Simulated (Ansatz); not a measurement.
A nudged elastic band was laid between two geometries of GaH₅Se (7 atoms, charge 0, multiplicity 1).

The calculation used UKS PBE0/def2-TZVP in Ansatz.

```
movable images  : 8
climbing image  : no
spring          : 5.0 eV/Å²
optimiser       : quadratic models (default)
start path      : through a guess of the saddle point
force threshold : 0.03 eV/Å
iteration limit : 60
end points      : relaxed
```

First end point:

```xyz
7
Properties=species:S:1:pos:R:3
Ga -0.906 -0.219 -0.727
H 0.125 0.129 -1.865
H -1.206 -1.732 -0.403
H -1.946 0.875 -0.276
H 1.888 -0.606 0.883
Se 0.735 0.136 1.412
H 1.310 1.417 0.976
```

Last end point:

```xyz
7
Properties=species:S:1:pos:R:3
Ga -0.864 -0.176 0.192
H 0.977 -0.559 -1.993
H -1.284 -1.659 -0.051
H -1.307 1.062 -0.648
H 1.426 -0.461 -1.400
Se 0.485 0.171 2.057
H 0.567 1.622 1.843
```

Problem. What changes between the two ends?

Solution. Bonds broken: Ga1–H2, H5–Se6. Bonds formed: H2–H5. GaH5Se becomes GaH3Se + H2.

Problem. What energy profile does the band end with?

Solution. It converged. The highest image is number 5 of 0 to 9, 49.1 kJ/mol above the first end and 103.4 kJ/mol above the last; the last end lies 54.3 kJ/mol below the first. No image climbed, so the highest image needn't sit at the top of the path. The orbitals stay closed-shell, which can raise the energy where a bond breaks towards radicals; this wasn't checked here.

| image | path coordinate (Å) | energy (kJ/mol) | Ga1–H2 (Å) | H5–Se6 (Å) | H2–H5 (Å) |
| --- | --- | --- | --- | --- | --- |
| 0 | 0.00 | 0.0 | 1.57 | 1.47 | 3.35 |
| 1 | 0.50 | 0.6 | 1.57 | 1.47 | 3.18 |
| 2 | 0.99 | 3.0 | 1.58 | 1.47 | 2.81 |
| 3 | 1.49 | 13.8 | 1.58 | 1.47 | 2.21 |
| 4 | 1.98 | 32.9 | 1.61 | 1.52 | 1.64 |
| 5 | 2.48 | 49.1 | 1.75 | 1.84 | 1.05 |
| 6 | 2.98 | -17.1 | 2.05 | 2.33 | 0.79 |
| 7 | 3.47 | -45.6 | 2.37 | 2.80 | 0.76 |
| 8 | 3.97 | -52.9 | 2.62 | 3.20 | 0.75 |
| 9 | 4.47 | -54.3 | 2.88 | 3.64 | 0.75 |

Problem. What is the geometry of the highest image?

Solution. 
```xyz
7
Properties=species:S:1:pos:R:3
Ga -0.811 -0.291 -0.367
H 0.664 -0.250 -1.301
H -1.278 -1.770 -0.299
H -1.585 1.039 -0.569
H 1.061 -0.165 -0.330
Se 0.956 -0.013 1.505
H 0.992 1.449 1.362
```

The band took 10 iterations and of the order of 23 core-minutes.

The run took 6.4 min on 4 threads of Arm Neoverse N1, with other jobs on the host, peak memory 0.4 GiB.
